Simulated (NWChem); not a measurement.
System: C$_{3}$H$_{2}$Cl$_{2}$; SMILES C(=C=CCl)Cl

Here is an NWChem input.

```
start job
memory heap 200 mb stack 900 mb global 1100 mb
geometry units angstroms noautosym nocenter noautoz
  Cl     2.494012    -0.097767     0.389220
  C      1.212902     0.487108    -0.617699
  C      0.000000     0.000000    -0.603464
  C     -1.212902    -0.487108    -0.617699
  Cl    -2.494012     0.097767     0.389220
  H      1.512421     1.309838    -1.274635
  H     -1.512421    -1.309838    -1.274635
end
basis spherical
  Cl library def2-svp
  C library def2-svp
  H library def2-svp
end
dft
  xc xpbe96 cpbe96
  iterations 150
end
cosmo
  dielec 20.7
end
task dft energy
```

Structure relaxed at the PBE0/def2-SVP level.

Level: PBE/def2-SVP with COSMO at NWChem's default radii, gas-phase geometry; the question gives the dielectric constant.

Task: Predict the main results of this run. (PBE/def2-SVP, COSMO on the gas-phase geometry.) Quantities: electrostatic solvation energy (kcal/mol); dipole in solution (D).

Result: 
| Quantity | Result |
|---|---|
| electrostatic solvation energy (kcal/mol) | -2.2 |
| dipole in solution (D) | 1.57 |
